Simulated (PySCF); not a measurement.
**Radial density of Te (tellurium, neutral)**

wB97X-V, [Kr] 4d10 5s1 5p5, 5s spin antiparallel (an excited configuration). Calculation: PySCF 2.14, in aug-cc-pVQZ-PP with one added diffuse shell each of s, p, d, f, g type with ECP28MDF (8s8p6d4f3g, 117 functions); a scalar-relativistic core potential. This is the valence pseudo-density: the core potential removes the inner electrons and smooths the orbitals near the nucleus.

```csv
r (bohr),4πr²ρ (e/bohr),4πr²(ρα − ρβ)
0.00215,2.361e-05,0.0000
0.00361,6.404e-05,0.0000
0.00607,0.0001634,0.0000
0.0102,0.0003771,0.0000
0.0172,0.0007799,-0.0001
0.0289,0.001322,-0.0001
0.0486,0.001841,-0.0002
0.0817,0.003423,-0.0001
0.137,0.02282,-0.0001
0.231,0.2996,-0.0008
0.389,4.699,-0.0254
0.654,24.57,-0.0443
1.10,13.88,-0.0982
1.85,3.918,-0.2501
3.11,1.589,0.1422
5.24,0.1323,0.0308
8.81,0.001076,0.0004
```

Energies and moments cover only the electrons outside the core potential. With the s spin flipped the determinant is a mixture of two multiplicities, not a spectroscopic state.
